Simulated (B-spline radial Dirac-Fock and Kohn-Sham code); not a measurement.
## Binding energies of Sr³²⁺ at several levels of theory

System: strontium as Sr³²⁺, [He] 2s2 2p2.

The density-functional columns are spherical, spin-unpolarised Dirac-Kohn-Sham results without Breit or QED terms: −ε is minus the orbital energy of the initial state and ΔSCF the difference of two total energies. The reference in the last column comes from relaxed Dirac-Fock hole states (ΔSCF) with Breit and QED corrections and a finite nucleus. All numbers are from a B-spline atomic structure program, in eV; a selection of levels is shown. The Kohn-Sham columns are given as differences from the reference. For the 1s level of heavy atoms much of the gap between ΔSCF and the reference is the Breit and QED part, -36.3 eV here; for other levels the error of the functional can be larger.

```tsv
level	LDA −ε − DF	LDA ΔSCF − DF	Dirac-Fock
1s	-242.5	+43.8	18466.3
2s	-65.0	+5.0	4165.0
2p	-83.7	-1.7	4014.4
```

Values without a named source are computed, but for edge energies of neutral atoms, which are taken from tables.
